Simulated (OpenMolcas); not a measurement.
Computed transition rates of Mo V

| Property | Result |
| --- | --- |
| Program | OpenMolcas |
| Method | SS-CASPT2, IPEA 0.25 Eh, imaginary shift 0.1 Eh (closed shells correlated: 4s 4p) |
| Basis | ANO-R3 [8s6p5d3f2g1h] |
| Scalar Hamiltonian | X2C, finite nucleus |
| Active space | 2 electrons in 5 orbitals (4d) |
| State averaging | 2S+1 = 3 even, 10 roots; 2S+1 = 1 even, 15 roots |
| Spin-orbit coupling | RASSI with atomic mean-field integrals over the reference wave functions, term energies averaged over their components |

Rates come from the transition moments of the reference wave functions (E1 and E2 in the length form). At fixed line strength A goes as λ^-3 for E1 and M1 and as λ^-5 for E2, so a rate at the computed wavelength can be rescaled to the measured one. Measured vacuum wavelengths follow from level energies in Sugar and Musgrove, J. Phys. Chem. Ref. Data 17, 155 (1988). Branching counts decays inside the model space alone, at computed energies, and the table is only a selection of the E2 and M1 lines, drawn from those between levels with measured partners whose computed energy lies within a factor of 1.5 of the measured one.

```json
{"Upper": "4d2 3P1", "Lower": "4d2 3P0", "Type": "M1", "λ computed (nm)": "16270", "λ measured (nm)": "15500", "A computed (s-1)": "4.16e-03", "A rescaled (s-1)": "4.81e-03", "Branching %": "3.2"}
{"Upper": "4d2 3P2", "Lower": "4d2 3P1", "Type": "M1", "λ computed (nm)": "7492", "λ measured (nm)": "6245", "A computed (s-1)": "2.84e-02", "A rescaled (s-1)": "4.90e-02", "Branching %": "6.7"}
{"Upper": "4d2 3F3", "Lower": "4d2 3F2", "Type": "M1", "λ computed (nm)": "6689", "λ measured (nm)": "6338", "A computed (s-1)": "8.47e-02", "A rescaled (s-1)": "9.96e-02", "Branching %": "100.0"}
{"Upper": "4d2 3F4", "Lower": "4d2 3F3", "Type": "M1", "λ computed (nm)": "5896", "λ measured (nm)": "5620", "A computed (s-1)": "9.88e-02", "A rescaled (s-1)": "1.14e-01", "Branching %": "100.0"}
{"Upper": "4d2 3P2", "Lower": "4d2 1D2", "Type": "M1", "λ computed (nm)": "2574", "λ measured (nm)": "3108", "A computed (s-1)": "2.52e-01", "A rescaled (s-1)": "", "Branching %": "59.4"}
{"Upper": "4d2 1D2", "Lower": "4d2 3F3", "Type": "M1", "λ computed (nm)": "1187", "λ measured (nm)": "1161", "A computed (s-1)": "3.59e-01", "A rescaled (s-1)": "", "Branching %": "52.9"}
{"Upper": "4d2 1D2", "Lower": "4d2 3F2", "Type": "M1", "λ computed (nm)": "1008", "λ measured (nm)": "981.3", "A computed (s-1)": "3.18e-01", "A rescaled (s-1)": "", "Branching %": "46.8"}
{"Upper": "4d2 3P2", "Lower": "4d2 3F4", "Type": "E2", "λ computed (nm)": "942.4", "λ measured (nm)": "994.9", "A computed (s-1)": "3.23e-02", "A rescaled (s-1)": "2.46e-02", "Branching %": "7.6"}
{"Upper": "4d2 3P1", "Lower": "4d2 3F3", "Type": "E2", "λ computed (nm)": "911.4", "λ measured (nm)": "977.6", "A computed (s-1)": "3.90e-02", "A rescaled (s-1)": "2.75e-02", "Branching %": "30.2"}
{"Upper": "4d2 3P0", "Lower": "4d2 3F2", "Type": "E2", "λ computed (nm)": "843.7", "λ measured (nm)": "895.9", "A computed (s-1)": "8.90e-02", "A rescaled (s-1)": "6.59e-02", "Branching %": "100.0"}
{"Upper": "4d2 3P2", "Lower": "4d2 3F3", "Type": "M1", "λ computed (nm)": "812.5", "λ measured (nm)": "845.3", "A computed (s-1)": "7.70e-02", "A rescaled (s-1)": "", "Branching %": "18.2"}
{"Upper": "4d2 3P2", "Lower": "4d2 3F3", "Type": "E2", "λ computed (nm)": "812.5", "λ measured (nm)": "845.3", "A computed (s-1)": "1.89e-02", "A rescaled (s-1)": "1.55e-02", "Branching %": "4.5"}
{"Upper": "4d2 3P1", "Lower": "4d2 3F2", "Type": "E2", "λ computed (nm)": "802.1", "λ measured (nm)": "847", "A computed (s-1)": "3.50e-02", "A rescaled (s-1)": "2.67e-02", "Branching %": "27.1"}
{"Upper": "4d2 3P1", "Lower": "4d2 3F2", "Type": "M1", "λ computed (nm)": "802.1", "λ measured (nm)": "847", "A computed (s-1)": "6.89e-03", "A rescaled (s-1)": "", "Branching %": "5.3"}
{"Upper": "4d2 1G4", "Lower": "4d2 3F4", "Type": "M1", "λ computed (nm)": "738.5", "λ measured (nm)": "769.4", "A computed (s-1)": "3.48e-01", "A rescaled (s-1)": "", "Branching %": "53.5"}
{"Upper": "4d2 3P2", "Lower": "4d2 3F2", "Type": "M1", "λ computed (nm)": "724.5", "λ measured (nm)": "745.8", "A computed (s-1)": "1.19e-02", "A rescaled (s-1)": "", "Branching %": "2.8"}
{"Upper": "4d2 3P2", "Lower": "4d2 3F2", "Type": "E2", "λ computed (nm)": "724.5", "λ measured (nm)": "745.8", "A computed (s-1)": "3.57e-03", "A rescaled (s-1)": "3.09e-03", "Branching %": "0.8"}
{"Upper": "4d2 1G4", "Lower": "4d2 3F3", "Type": "M1", "λ computed (nm)": "656.3", "λ measured (nm)": "676.8", "A computed (s-1)": "2.99e-01", "A rescaled (s-1)": "", "Branching %": "46.0"}
{"Upper": "4d2 1S0", "Lower": "4d2 3P2", "Type": "E2", "λ computed (nm)": "416.2", "λ measured (nm)": "411", "A computed (s-1)": "1.14e+00", "A rescaled (s-1)": "", "Branching %": "5.4"}
{"Upper": "4d2 1S0", "Lower": "4d2 3P1", "Type": "M1", "λ computed (nm)": "394.3", "λ measured (nm)": "385.6", "A computed (s-1)": "6.00e+00", "A rescaled (s-1)": "", "Branching %": "28.4"}
{"Upper": "4d2 1S0", "Lower": "4d2 1D2", "Type": "E2", "λ computed (nm)": "358.3", "λ measured (nm)": "363", "A computed (s-1)": "1.35e+01", "A rescaled (s-1)": "1.26e+01", "Branching %": "64.0"}
{"Upper": "4d2 1S0", "Lower": "4d2 3F2", "Type": "E2", "λ computed (nm)": "264.4", "λ measured (nm)": "265", "A computed (s-1)": "4.81e-01", "A rescaled (s-1)": "", "Branching %": "2.3"}
```

Spin-changing lines and M1 lines between different terms are not rescaled, since their strength hangs on the term gaps too.

The largest correction is for 4d2 3P2 → 4d2 3P1 (M1): 2.84e-02 × (7492 / 6245)^3 = 4.90e-02 s-1, a factor of 1.73.

The computed rate and branching of 4d2 3F3 → 4d2 3F2 give the upper level a radiative lifetime of 1.000 / 8.47e-02 s-1 = 1.18e+01 s, counting decays inside the model space alone. The rescaled rate gives about 1.0e+01 s.

These are rates of the free ion; in crystals, glasses and complexes forced electric-dipole and non-radiative decay shorten such lifetimes by orders of magnitude. No measured rate stands beside these. Rescaling mends the energy factor alone: line strengths can still be far off where a level mixes with configurations outside the active space, and weak or spin-changing lines hang on small mixing coefficients that depend on the term gaps too, so rescaling need not improve them.

CASPT2 breaks the degeneracy within a term, and the mean is taken; among the terms shown or strongly mixed into the levels shown the widest spread is 630 cm-1 (4d2 1G). Computed and measured levels are paired by configuration, term and J; levels that our copy of the source lacks, or whose pairing is in doubt (as where it misses far off the trend of its configuration), stay unpaired. Levels of configurations outside the active space are missing.
